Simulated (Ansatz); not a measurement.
`OB(S)[SiH2][SiH3]` + `[NH2][AlH2]` → `[AlH2][NH][SiH2][SiH3]` + `OBS`  (cleavage of the Si–B bond)

Calculated with Ansatz (gas phase, PBE0-D4/def2-TZVP geometries, no zero-point term in ΔE). CBS: MP2 limit from def2 TZ/QZ plus the TZ coupled-cluster correction, frozen cores. This one scheme is used for every species. Functionals use def2-TZVPP. Each species was taken in one conformer, which may not be the lowest.

```json
{"level": "PBE-D4", "ΔE (kJ/mol)": "-43.1", "difference from CCSD(T)/CBS": "16.1"}
{"level": "PBE0-D4", "ΔE (kJ/mol)": "-49.3", "difference from CCSD(T)/CBS": "9.9"}
{"level": "ωB97X-V", "ΔE (kJ/mol)": "-58.1", "difference from CCSD(T)/CBS": "1.1"}
{"level": "PBE", "ΔE (kJ/mol)": "-44.1", "difference from CCSD(T)/CBS": "15.1"}
{"level": "PBE0", "ΔE (kJ/mol)": "-50.4", "difference from CCSD(T)/CBS": "8.8"}
{"level": "MP2/def2-TZVPP", "ΔE (kJ/mol)": "-64.3", "difference from CCSD(T)/CBS": "-5.1"}
{"level": "CCSD/def2-TZVPP", "ΔE (kJ/mol)": "-62.8", "difference from CCSD(T)/CBS": "-3.6"}
{"level": "CCSD(T)/def2-TZVPP", "ΔE (kJ/mol)": "-60.0", "difference from CCSD(T)/CBS": "-0.8"}
{"level": "HF/def2-QZVPP", "ΔE (kJ/mol)": "-80.3", "difference from CCSD(T)/CBS": "-21.1"}
{"level": "SCS-MP2/def2-QZVPP", "ΔE (kJ/mol)": "-67.6", "difference from CCSD(T)/CBS": "-8.4"}
{"level": "CCSD(T)/CBS", "ΔE (kJ/mol)": "-59.2", "difference from CCSD(T)/CBS": "0"}
```

Largest T1 diagnostic among the species: 0.014.

From PBE to PBE0 (25 % exact exchange), in def2-TZVPP and without D4, ΔE moves by −6.3 kJ/mol. In def2-TZVPP, CCSD(T) changes the Hartree–Fock value by +18.9 kJ/mol (the triples alone add +2.9 kJ/mol) and MP2 by +14.5 kJ/mol.
